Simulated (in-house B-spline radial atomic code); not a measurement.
**BP86 excitations of Be III (Be2+)**

Method: BP86. Computed with an all-electron radial atomic-structure program (B-spline basis): linear response of the closed shell 1s2 with the functional's adiabatic kernel; non-relativistic, point nucleus, no spin-orbit coupling, no double excitations, S, P, D and F terms only.

Command:
```bash
python run_td.py task.json out
```
Settings (radii: box in bohr, nucleus in fm):
```
Z                        4
electrons                2
configuration            1s2
hamiltonian              nr
method                   b88,p86
box_radius               29.48
intervals                47
```

Cost of the run: 0.1 s on 1 thread of Intel(R) Xeon(R) Platinum 8488C (Sapphire Rapids), on a shared host.

The lowest states, in the order of their Tamm-Dancoff energies; the method's threshold (minus the highest occupied level) is 132.48 eV. Labels give the largest channel, * marks a mixed state, and oscillator strengths are full-response dipole values. Semilocal kernels can invert the small singlet-triplet splittings of Rydberg terms. Energies in eV:

```
     state  full response  Tamm-Dancoff  oscillator strength
1s → 2s 3S         110.80        110.82                    -
1s → 2s 1S         113.02        113.08                    -
1s → 2p 3P         114.32        114.34                    -
1s → 2p 1P         115.43        115.44                0.376
1s → 3s 3S         124.53        124.54                    -
1s → 3s 1S         125.05        125.07                    -
1s → 3p 3P              ?             ?                    -
1s → 3p 1P         125.71        125.71               0.0844
1s → 3d 1D         126.00        126.00                    -
1s → 3d 3D         126.02        126.02                    -
1s → 4s 3S              ?             ?                    -
```

Task: Where does 1s → 3p 3P lie?

Result: At 125.42 eV in full response, 125.42 eV in Tamm-Dancoff.

Task: Where does 1s → 4s 3S lie?

Result: At 128.32 eV in full response, 128.32 eV in Tamm-Dancoff.

Task: How large is the singlet-triplet splitting of 1s → 2s (S terms) in Tamm-Dancoff?

Result: 2.26 eV, from the unrounded values.

Task: What polarisabilities and dispersion coefficient does the method give?

Result: Dipole 0.05486 bohr³, quadrupole 0.01717 bohr⁵, C6 0.01195 hartree·bohr⁶ for two such species.
